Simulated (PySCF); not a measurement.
Ge(H)(OH)(NH2)2 (GeH6N2O), SMILES [NH2][GeH]([NH2])[OH].

Geometry: B3LYP-D3(BJ)/def2-SVP. The structure was generated by enumeration, and PubChem lists no compound with its InChIKey, so it may never have been made. Other conformers were not sampled.

These are HF/def2-TZVP (PySCF) values and carry that method's errors.

Isolated molecule, no solvent.

Computed frontier levels, gap, dipole moment and polarisability:
| Property | Result |
|---|---|
| highest occupied level | -10.93 eV |
| lowest empty level | 3.46 eV |
| orbital gap | 14.39 eV |
| dipole moment | 0.390 e·Å |
| quadrupole, principal values (traceless, Buckingham form, about the centre of nuclear charge) | -9.72, -0.07, 9.79 D·Å |
| mean static polarisability | 43.3 bohr³ (6.41 Å³) |
| polarisability, principal values | 39.3, 44.6, 45.9 bohr³ |
